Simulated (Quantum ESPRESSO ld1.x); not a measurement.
Results of a calculation; reference values are marked as such.
Question: Zn22+, 8 electrons, occupied as [He] 2s2 2p4. Code: ld1.x of Quantum ESPRESSO 7.5. Model: scalar-relativistic Kohn-Sham, PBEsol, spin-unpolarised, spherical densities, point nucleus. Some entries of the table are withheld. Estimate them.

orbital  occ.  eigenvalue (eV)  <r^2> (bohr^2)
1s          2              (1)             (2)
2s          2              (3)             (4)
2p          4              (5)         0.04283

Answer: 
(1) 1s eigenvalue (eV): -10668.3
(2) 1s <r^2> (bohr^2): 0.003391
(3) 2s eigenvalue (eV): -2162.75
(4) 2s <r^2> (bohr^2): 0.05517
(5) 2p eigenvalue (eV): -2034.63
